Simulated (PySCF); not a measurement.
quinoxaline (C8H6N2), SMILES c1ccc2nccnc2c1.

Geometry optimised at B3LYP-D3(BJ)/def2-SVP.

These are PBE/def2-SVP run with PySCF values and carry that method's errors.

Symmetry labels are those of the subgroup C2v that the program uses (full group C2v).

Computed valence orbital energies around the gap with their symmetry:
```
orbital  symmetry  energy (eV)
-------  --------  -----------
HOMO−7         B2        -8.87
HOMO−6         A1        -8.87
HOMO−5         B1        -8.79
HOMO−4         A2        -8.56
HOMO−3         B2        -7.01
HOMO−2         B1        -6.65
HOMO−1         A2        -6.24
HOMO           A1        -5.52
LUMO           B1        -2.83
LUMO+1         A2        -1.70
LUMO+2         B1        -0.89
LUMO+3         A2         0.81
```
